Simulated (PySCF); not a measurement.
Compound: C5H11NOSi2.
SMILES with atom numbers: `[CH3:1][c:2]1[cH:3][cH:4][o:5][c:6]1[N:7]([SiH3:8])[SiH3:9]`

NICS is the negative of the GIAO shielding at a point without a nucleus: at the ring centre (0) and 1 Å above and below it (1); zz is the component along the ring normal. Level: GIAO PBE0/pcSseg-1 (PySCF, non-relativistic, gas phase) on the GFN2-xTB geometry, one conformer.

Ring bond lengths (Å), with Mayer bond orders in brackets: C2–C3 1.426 (1.25), C3–C4 1.354 (1.63), C4–O5 1.356 (1.03), O5–C6 1.353 (1.00), C6–C2 1.370 (1.54).

Q: Give the NICS values of each ring in ppm.

A: 
| ring | type | NICS(0) | NICS(1), two faces | NICS(1)zz, two faces | rms pucker (Å) | centre to ring atoms, mean (Å) |
| --- | --- | --- | --- | --- | --- | --- |
| C2–C3–C4–O5–C6 | 5-membered ring with O; formal bonds all aromatic | -11.4 | -8.7 / -9.0 | -20.5 / -21.4 | 0.00 | 1.17 |

Q: What do they say, and how far can they be read as aromaticity?

A: 
- C2–C3–C4–O5–C6: mean NICS(1)zz -21.0 ppm, shielded. For a flat ring without four-coordinate atoms the NICS criterion counts such a value as aromatic.

Q: How equal are the bonds by HOMA? Use HOMA with the parameters of Krygowski (1993).

A: 
- C2–C3–C4–O5–C6: HOMA 0.35; the largest term is that of C4–O5, α(R − Ropt)² = 1.31.

Q: What is the mean of the two in-plane components of NICS at the second NICS(1) probe listed for ring C2–C3–C4–O5–C6, 1 Å off the ring?

A: The isotropic value is a third of the trace: (3 × -9.0 − (-21.4))/2 = -2.8 ppm.

Q: How shielded are the nuclei of the rings and their hydrogens (means over atoms taken as equivalent)?

A: 
```json
{"atoms": "C2", "environment": "substituted aromatic carbon", "σ isotropic (ppm)": "86.0"}
{"atoms": "C3", "environment": "aromatic CH carbon", "σ isotropic (ppm)": "64.0"}
{"atoms": "C4", "environment": "aromatic CH next to a ring oxygen", "σ isotropic (ppm)": "49.9"}
{"atoms": "O5", "environment": "furan-type oxygen", "σ isotropic (ppm)": "48.6"}
{"atoms": "C6", "environment": "aromatic carbon bearing nitrogen", "σ isotropic (ppm)": "28.7"}
{"atoms": "H on C3", "environment": "aromatic hydrogen", "σ isotropic (ppm)": "25.29"}
{"atoms": "H on C4", "environment": "aromatic hydrogen", "σ isotropic (ppm)": "24.69"}
```

The values belong to the conformer `[CH3:1][c:2]1[cH:3][cH:4][o:5][c:6]1[N:7]([SiH3:8])[SiH3:9]`: O5–C6–N7–Si8 17°.
